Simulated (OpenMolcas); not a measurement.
# Predicting a hybrid from its neighbours: CH7BSi2

CH7BSi2: 11 atoms, total charge 0, spin state singlet. As SMILES, `CB1[SiH2][SiH2]1`. Geometry: relaxed at PBE0-D4/def2-TZVP.

The HOMO–LUMO gap y, in eV, basis 6-31G(d); a is the functional's share of exact exchange. Programs: OpenMolcas 26.06.

| functional | program | a | y (eV) |
| --- | --- | --- | --- |
| r2SCAN | OpenMolcas | 0 | 3.72 |
| revPBE | OpenMolcas | 0 | 3.39 |
| B3LYP | OpenMolcas | 0.2 | 4.75 |
| PBE0 | OpenMolcas | 0.25 | ? |
| BHLYP | OpenMolcas | 0.5 | 6.79 |

Task: Fit y = c + s·a to the known rows and predict PBE0.

Result: 
1. Means of the 4 rows: a = 0.1750, y = 4.662.
2. Σ(Δa)² = 0.1675, Σ(Δa·Δy) = 1.0813, so the slope is 1.0813/0.1675 = 6.4555.
3. Intercept: 4.662 − (6.4555) × 0.1750 = 3.532. The largest residual of the fit is 0.19.
4. PBE0: 3.532 + (6.4555) × 0.25 = 5.15 eV.

The run gave 5.07 eV, so the prediction is off by +0.08 eV, within the largest residual. Exact exchange lowers occupied levels and raises empty ones. The rows mix families of semi-local functionals, which the line can't see.
